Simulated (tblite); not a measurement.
Compound: C₆H₈NSi (doublet state).
Structure used (GFN2-xTB), in Å, numbered top down from 1:
```
atom  x, y, z in Å
C1    -2.487   -0.735   -0.911
C2    -1.428   -0.207   -1.088
C3    -0.150    0.444   -1.280
C4     0.523    0.823    0.045
C5    -0.287    1.613    0.944
Si6    0.893   -0.754    1.139
C7     1.926   -1.901    0.093
N8     2.556   -2.533   -0.630
H9    -3.415   -1.204   -0.772
H10    0.506   -0.223   -1.850
H11   -0.308    1.353   -1.870
H12    1.484    1.302   -0.162
H13    0.162    2.297    1.639
H14   -1.354    1.505    0.947
H15    1.718   -0.331    2.270
H16   -0.348   -1.442    1.473
```

All values are computed: GFN2-xTB (tblite) harmonic vibrations without scaling, gas phase. The method is semi-empirical: single wavenumbers can be off by several per cent or more. Modes of hydrogen on silicon can be 10 to 20 % off. One conformer, not necessarily the lowest. Open shells enter through the occupations alone, without spin polarisation, and single modes of such species can be off by tens of per cent.

Harmonic wavenumbers (cm⁻¹): 34.5, 79.2, 89.0, 134.7, 149.3, 247.0, 262.7, 301.2, 319.9, 338.0, 362.3, 452.5, 510.2, 546.7, 585.7, 613.3, 629.8, 641.9, 676.7, 695.0, 723.1, 893.2, 920.3, 968.3, 1038.0, 1113.1, 1165.6, 1198.3, 1266.2, 1328.9, 1411.5, 1450.4, 2280.8, 2293.4, 2307.5, 2322.0, 2924.8, 2932.8, 2949.2, 3134.1, 3175.6, 3398.7.

A = 2273, B = 1217, C = 986.9 MHz; mass 122.043 u (most abundant isotopes); point group C1, symmetry number 1; spin multiplicity 2.

Zero-point energy?

½Σν̃ = 24433 cm⁻¹ = 292.28 kJ/mol.

What is S at 298.15 K and 1 bar for an ideal gas of classical rigid rotors and harmonic oscillators?

Translation 168.77, rotation 121.99, vibration 135.71, spin (R ln 2) 5.76: S = 432.2 J/(mol K).

And Cp and H(298.15 K) − H(0)?

Cp = 170.67 J/(mol K), of which vibrations give 137.41 (their classical limit is 42 R = 349.2); H(298.15 K) − H(0) = 31.18 kJ/mol without the zero-point energy, 21.27 from vibrations.

How do the functions run with temperature in this model?

```json
{"T (K)": "50", "S (J/(mol K))": "252.9", "Cp (J/(mol K))": "57.1", "H − H(0) (kJ/mol)": "2.17", "G − H(0) (kJ/mol)": "-10.48", "ln q(vib)": "0.69"}
{"T (K)": "100", "S (J/(mol K))": "300.3", "Cp (J/(mol K))": "82.2", "H − H(0) (kJ/mol)": "5.65", "G − H(0) (kJ/mol)": "-24.37", "ln q(vib)": "2.02"}
{"T (K)": "373.15", "S (J/(mol K))": "473.3", "Cp (J/(mol K))": "195.5", "H − H(0) (kJ/mol)": "44.94", "G − H(0) (kJ/mol)": "-131.67", "ln q(vib)": "9.88"}
{"T (K)": "500", "S (J/(mol K))": "535.3", "Cp (J/(mol K))": "228.1", "H − H(0) (kJ/mol)": "71.92", "G − H(0) (kJ/mol)": "-195.73", "ln q(vib)": "13.35"}
{"T (K)": "750", "S (J/(mol K))": "636.7", "Cp (J/(mol K))": "271.7", "H − H(0) (kJ/mol)": "134.81", "G − H(0) (kJ/mol)": "-342.72", "ln q(vib)": "19.61"}
{"T (K)": "1000", "S (J/(mol K))": "719.1", "Cp (J/(mol K))": "300.8", "H − H(0) (kJ/mol)": "206.59", "G − H(0) (kJ/mol)": "-512.51", "ln q(vib)": "25.14"}
```

q(vib) and H(0) count from the zero-point level.

What must be added to the electronic energy to get the Gibbs energy at 298.15 K and 1 bar?

ZPE + [H(298.15 K) − H(0)] − T·S = 292.28 + 31.18 − 128.87 = 194.59 kJ/mol.

Which modes carry the vibrational entropy at 298.15 K?

34.5 cm⁻¹: 23.23; 79.2 cm⁻¹: 16.36; 89.0 cm⁻¹: 15.41; 134.7 cm⁻¹: 12.04; 149.3 cm⁻¹: 11.22; 247.0 cm⁻¹: 7.33 J/(mol K); the other 36 give 50.12 together.

Blend soft modes into free rotors: weight 1/[1 + (100 cm⁻¹/ν̃)⁴] for the oscillator and the rest for a rotor with moment μB/(μ + B), μ = h/(8π²ν), B = 10⁻⁴⁴ kg m². What vibrational entropy results?

124.29 J/(mol K) in place of 135.71, which changes −T·S at 298.15 K by +3.40 kJ/mol.

Hindered rotation and anharmonicity are outside this model. Other conformers, if any are populated, would add a mixing term that is left out. The structure is chiral; the term R ln 2 for an equal mix with its mirror image is left out.

On one thread, AMD EPYC 7B13 (x86_64), on a shared host, this took 0.69 s of wall time. This covers the Hessian and the dipole derivatives.
